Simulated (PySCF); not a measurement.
PySCF input (M06-L/def2-TZVPD):

```python
from pyscf import gto, scf, dft

mol = gto.M(
    atom='''
    O     0.72648472   -0.37165007    0.01184410
    O    -0.57788575    0.41299156   -0.01217155
    H    -1.18879170   -0.33073200    0.00261956
    ''',
    basis='def2-tzvpd',
    charge=-1,
    spin=0,
    verbose=4,
)

mf = dft.RKS(mol, xc='m06l').density_fit(auxbasis='def2-universal-jkfit')
mf.grids.level = 4
mf.conv_tol = 1e-9
mf.max_cycle = 100
mf.max_memory = 1500
mf.kernel()
if not mf.converged:
    mf = mf.newton()
    mf.kernel(mf.make_rdm1())
mf.analyze()
```

Output:

```
PySCF version 2.14.0

[INPUT] verbose = 4
[INPUT] num. atoms = 3
[INPUT] num. electrons = 18
[INPUT] charge = -1
[INPUT] spin (= nelec alpha-beta = 2S) = 0
[INPUT] symmetry False subgroup None
[INPUT] Mole.unit = angstrom
[INPUT] Symbol           X                Y                Z      unit          X                Y                Z       unit  Magmom
[INPUT]  1 O      0.726484720000  -0.371650070000   0.011844100000 AA    1.372857154481  -0.702316846475   0.022382105192 Bohr   0.0
[INPUT]  2 O     -0.577885750000   0.412991560000  -0.012171550000 AA   -1.092045798789   0.780440940157  -0.023000896011 Bohr   0.0
[INPUT]  3 H     -1.188791700000  -0.330732000000   0.002619560000 AA   -2.246490732156  -0.624992900630   0.004950250967 Bohr   0.0

nuclear repulsion = 28.8542341808958
number of shells = 33
number of NR pGTOs = 121
number of NR cGTOs = 89
basis = def2-tzvpd
ecp = {}

******** <class 'pyscf.df.df_jk.DFRKS'> ********
method = DFRKS
initial guess = minao
damping factor = 0
level_shift factor = 0
DIIS = <class 'pyscf.scf.diis.CDIIS'>
diis_start_cycle = 1
diis_space = 8
diis_damp = 0
SCF conv_tol = 1e-09
SCF conv_tol_grad = None
SCF max_cycles = 100
direct_scf = False
XC library pyscf.dft.libxc version 7.1.2
    S. Lehtola, C. Steigemann, M. J. T. Oliveira, and M. A. L. Marques,  SoftwareX 7, 1–5 (2018)
XC functionals = m06l
    Y. Zhao and D. G. Truhlar,  J. Chem. Phys. 125, 194101 (2006)
    Y. Zhao and D. G. Truhlar,  J. Chem. Phys. 125, 194101 (2006)
    Y. Zhao and D. G. Truhlar,  Theor. Chem. Acc. 120, 215 (2008)
radial grids:
    Treutler-Ahlrichs [JCP 102, 346 (1995); DOI:10.1063/1.469408] (M4) radial grids

becke partition: Becke, JCP 88, 2547 (1988); DOI:10.1063/1.454033
pruning grids: <function nwchem_prune>
grids dens level: 4
symmetrized grids: False
atomic radii adjust function: <function treutler_atomic_radii_adjust>
small_rho_cutoff = 0
Set gradient conv threshold to 3.16228e-05
Initial guess from minao.
tot grids = 72232
init E= -150.885864265037
  HOMO = -0.30802629665666  LUMO = -0.134349253101263  gap/eV = 4.72599
cycle= 1 E= -150.802503345533  delta_E= 0.0834  |g|= 0.831  |ddm|= 1.32
  HOMO = 0.219450396708859  LUMO = 0.260304827937079  gap/eV = 1.11171
cycle= 2 E= -146.259717999932  delta_E= 4.54  |g|= 2.82  |ddm|=  173
  HOMO = 0.00722400645102539  LUMO = 0.147899187625733  gap/eV = 3.82797
cycle= 3 E= -150.803975056494  delta_E= -4.54  |g|= 0.887  |ddm|=  173
  HOMO = -0.00154103024001968  LUMO = 0.14537133704716  gap/eV = 3.99769
cycle= 4 E= -150.935692553506  delta_E= -0.132  |g|= 0.347  |ddm|= 0.33
  HOMO = 0.0913596482609359  LUMO = 0.169663160289171  gap/eV = 2.13075
cycle= 5 E= -150.967036785883  delta_E= -0.0313  |g|= 0.151  |ddm|= 0.383
  HOMO = 0.106248435679417  LUMO = 0.176272691551268  gap/eV = 1.90546
cycle= 6 E= -150.97147209676  delta_E= -0.00444  |g|= 0.0309  |ddm|= 0.202
  HOMO = 0.101172065807528  LUMO = 0.1780104682375  gap/eV = 2.09088
cycle= 7 E= -150.971658991422  delta_E= -0.000187  |g|= 0.00704  |ddm|= 0.0957
  HOMO = 0.100336671013473  LUMO = 0.1771697684886  gap/eV = 2.09074
cycle= 8 E= -150.971669804389  delta_E= -1.08e-05  |g|= 0.00143  |ddm|= 0.0207
  HOMO = 0.100057668553512  LUMO = 0.177040127374865  gap/eV = 2.09480
cycle= 9 E= -150.97167015994  delta_E= -3.56e-07  |g|= 0.000344  |ddm|= 0.00289
  HOMO = 0.100027411764546  LUMO = 0.177029374867393  gap/eV = 2.09533
cycle= 10 E= -150.971670186089  delta_E= -2.61e-08  |g|= 8.01e-05  |ddm|= 0.000885
  HOMO = 0.100026075803103  LUMO = 0.177024312194578  gap/eV = 2.09523
cycle= 11 E= -150.97167018761  delta_E= -1.52e-09  |g|= 2.98e-05  |ddm|= 0.000157
  HOMO = 0.100029923399949  LUMO = 0.177024086589875  gap/eV = 2.09512
cycle= 12 E= -150.971670187777  delta_E= -1.67e-10  |g|= 7.71e-06  |ddm|= 8.54e-05
  HOMO = 0.10003339020907  LUMO = 0.177024454113425  gap/eV = 2.09503
Extra cycle  E= -150.971670187709  delta_E= 6.77e-11  |g|= 2.05e-05  |ddm|= 3.61e-05
converged SCF energy = -150.971670187709
**** SCF Summaries ****
Total Energy =                        -150.971670187709350
Nuclear Repulsion Energy =              28.854234180895755
One-electron Energy =                 -270.708079447742875
Two-electron Energy =                   90.882175079137781
Two-electron Coulomb Energy =          108.518036962283205
DFT Exchange-Correlation Energy =      -17.635861883145420
HOMO-LUMO gap [eV] =                     2.095033559991907
**** MO energy ****
MO #1   energy= -18.736170364267   occ= 2
MO #2   energy= -18.6599556535503  occ= 2
MO #3   energy= -0.736629083319428 occ= 2
MO #4   energy= -0.498571137865945 occ= 2
MO #5   energy= -0.17600432986027  occ= 2
MO #6   energy= -0.0867764794789112 occ= 2
MO #7   energy= -0.0469355155833391 occ= 2
MO #8   energy= 0.0763945066808785 occ= 2
MO #9   energy= 0.10003339020907   occ= 2
MO #10  energy= 0.177024454113425  occ= 0
MO #11  energy= 0.207523649776763  occ= 0
MO #12  energy= 0.242870920486505  occ= 0
MO #13  energy= 0.253879023199986  occ= 0
MO #14  energy= 0.273836772993548  occ= 0
MO #15  energy= 0.280052619440427  occ= 0
MO #16  energy= 0.304901362519015  occ= 0
MO #17  energy= 0.306056085025507  occ= 0
MO #18  energy= 0.380698163976952  occ= 0
MO #19  energy= 0.398651130533814  occ= 0
MO #20  energy= 0.430007783161822  occ= 0
MO #21  energy= 0.454529713249268  occ= 0
MO #22  energy= 0.46809449484342   occ= 0
MO #23  energy= 0.616249782485217  occ= 0
MO #24  energy= 0.629889008883954  occ= 0
MO #25  energy= 0.634596936757144  occ= 0
MO #26  energy= 0.676269262539947  occ= 0
MO #27  energy= 0.676930202695473  occ= 0
MO #28  energy= 0.693108299627389  occ= 0
MO #29  energy= 0.705082415731982  occ= 0
MO #30  energy= 0.709923339900623  occ= 0
MO #31  energy= 0.725859809099978  occ= 0
MO #32  energy= 0.775752379574584  occ= 0
MO #33  energy= 0.838064367240122  occ= 0
MO #34  energy= 0.895600349629626  occ= 0
MO #35  energy= 0.919479179874838  occ= 0
MO #36  energy= 1.01203308851105   occ= 0
MO #37  energy= 1.06179682579412   occ= 0
MO #38  energy= 1.06971201596994   occ= 0
MO #39  energy= 1.1131743156771    occ= 0
MO #40  energy= 1.17070499783473   occ= 0
MO #41  energy= 1.40927156750137   occ= 0
MO #42  energy= 1.76166483501402   occ= 0
MO #43  energy= 1.78074458878327   occ= 0
MO #44  energy= 1.83818348841578   occ= 0
MO #45  energy= 1.9727848950143    occ= 0
MO #46  energy= 2.02354696016709   occ= 0
MO #47  energy= 2.05206736688114   occ= 0
MO #48  energy= 2.09040612315695   occ= 0
MO #49  energy= 2.15674816723547   occ= 0
MO #50  energy= 2.33506934607028   occ= 0
MO #51  energy= 2.42386237761144   occ= 0
MO #52  energy= 2.59999887764665   occ= 0
MO #53  energy= 2.65156884105924   occ= 0
MO #54  energy= 2.75408821023403   occ= 0
MO #55  energy= 2.98635415276138   occ= 0
MO #56  energy= 3.04763065259748   occ= 0
MO #57  energy= 3.06639364104139   occ= 0
MO #58  energy= 3.16554428476978   occ= 0
MO #59  energy= 3.25535356827235   occ= 0
MO #60  energy= 3.39632540482559   occ= 0
MO #61  energy= 3.48550982476178   occ= 0
MO #62  energy= 4.18298122703294   occ= 0
MO #63  energy= 4.35973485165098   occ= 0
MO #64  energy= 5.18351184504557   occ= 0
MO #65  energy= 5.25286613317811   occ= 0
MO #66  energy= 5.34612879490048   occ= 0
MO #67  energy= 5.36252487185831   occ= 0
MO #68  energy= 5.49049410801566   occ= 0
MO #69  energy= 5.60822873400455   occ= 0
MO #70  energy= 5.61398067620243   occ= 0
MO #71  energy= 5.72955189838795   occ= 0
MO #72  energy= 5.81628961112408   occ= 0
MO #73  energy= 5.82607440207937   occ= 0
MO #74  energy= 6.09890022820741   occ= 0
MO #75  energy= 6.15781659163415   occ= 0
MO #76  energy= 6.5180387266366    occ= 0
MO #77  energy= 6.67205511302615   occ= 0
MO #78  energy= 6.76038040112071   occ= 0
MO #79  energy= 6.7952196781828    occ= 0
MO #80  energy= 6.83712003257364   occ= 0
MO #81  energy= 6.84196188836808   occ= 0
MO #82  energy= 6.89630673377227   occ= 0
MO #83  energy= 7.15309460065608   occ= 0
MO #84  energy= 7.23986077768402   occ= 0
MO #85  energy= 7.31718278374629   occ= 0
MO #86  energy= 7.53800138840259   occ= 0
MO #87  energy= 8.31601272127535   occ= 0
MO #88  energy= 43.8135797411901   occ= 0
MO #89  energy= 44.4485758148876   occ= 0
 ** Mulliken pop on meta-lowdin orthogonal AOs  **
 ** Mulliken pop  **
pop of  0 O 1s            1.99997
pop of  0 O 2s            1.93161
pop of  0 O 3s            0.00829
pop of  0 O 4s            0.00123
pop of  0 O 5s            0.00046
pop of  0 O 6s            0.00020
pop of  0 O 2px           1.14319
pop of  0 O 2py           1.66436
pop of  0 O 2pz           1.96124
pop of  0 O 3px           0.00940
pop of  0 O 3py           0.01877
pop of  0 O 3pz           0.02542
pop of  0 O 4px           0.00051
pop of  0 O 4py           0.00095
pop of  0 O 4pz           0.00142
pop of  0 O 5px           0.00056
pop of  0 O 5py           0.00015
pop of  0 O 5pz           0.00006
pop of  0 O 3dxy          0.00091
pop of  0 O 3dyz          0.00025
pop of  0 O 3dz^2         0.00056
pop of  0 O 3dxz          0.00081
pop of  0 O 3dx2-y2       0.00070
pop of  0 O 4dxy          0.00022
pop of  0 O 4dyz          0.00065
pop of  0 O 4dz^2         0.00012
pop of  0 O 4dxz          0.00147
pop of  0 O 4dx2-y2       0.00091
pop of  0 O 5dxy          0.00053
pop of  0 O 5dyz          0.00108
pop of  0 O 5dz^2         0.00006
pop of  0 O 5dxz          0.00275
pop of  0 O 5dx2-y2       0.00156
pop of  0 O 4f-3          0.00007
pop of  0 O 4f-2          0.00003
pop of  0 O 4f-1          0.00001
pop of  0 O 4f+0          0.00003
pop of  0 O 4f+1          0.00004
pop of  0 O 4f+2          0.00001
pop of  0 O 4f+3          0.00006
pop of  1 O 1s            1.99997
pop of  1 O 2s            1.75300
pop of  1 O 3s            0.00812
pop of  1 O 4s            0.00189
pop of  1 O 5s            0.00058
pop of  1 O 6s            0.00013
pop of  1 O 2px           1.19654
pop of  1 O 2py           1.53159
pop of  1 O 2pz           1.97406
pop of  1 O 3px           0.00327
pop of  1 O 3py           0.00152
pop of  1 O 3pz           0.00748
pop of  1 O 4px           0.00032
pop of  1 O 4py           0.00074
pop of  1 O 4pz           0.00012
pop of  1 O 5px           0.00011
pop of  1 O 5py           0.00062
pop of  1 O 5pz           0.00056
pop of  1 O 3dxy          0.00485
pop of  1 O 3dyz          0.00164
pop of  1 O 3dz^2         0.00222
pop of  1 O 3dxz          0.00372
pop of  1 O 3dx2-y2       0.00265
pop of  1 O 4dxy          0.00124
pop of  1 O 4dyz          0.00073
pop of  1 O 4dz^2         0.00029
pop of  1 O 4dxz          0.00407
pop of  1 O 4dx2-y2       0.00195
pop of  1 O 5dxy          0.00146
pop of  1 O 5dyz          0.00115
pop of  1 O 5dz^2         0.00014
pop of  1 O 5dxz          0.00453
pop of  1 O 5dx2-y2       0.00219
pop of  1 O 4f-3          0.00015
pop of  1 O 4f-2          0.00003
pop of  1 O 4f-1          0.00022
pop of  1 O 4f+0          0.00011
pop of  1 O 4f+1          0.00008
pop of  1 O 4f+2          0.00000
pop of  1 O 4f+3          0.00020
pop of  2 H 1s            0.67592
pop of  2 H 2s            0.01147
pop of  2 H 3s            0.00528
pop of  2 H 2px           0.00206
pop of  2 H 2py           0.00183
pop of  2 H 2pz           0.00563
pop of  2 H 3px           0.00222
pop of  2 H 3py           0.00034
pop of  2 H 3pz           0.00038
 ** Mulliken atomic charges  **
charge of    0O =     -0.78064
charge of    1O =     -0.51422
charge of    2H =      0.29486

WARN: System has nonzero charge -1; the dipole moment is origin-dependent.
Location of origin: [0. 0. 0.]

Dipole moment(X, Y, Z, Debye): -2.75228, -0.04648, -0.01078
```
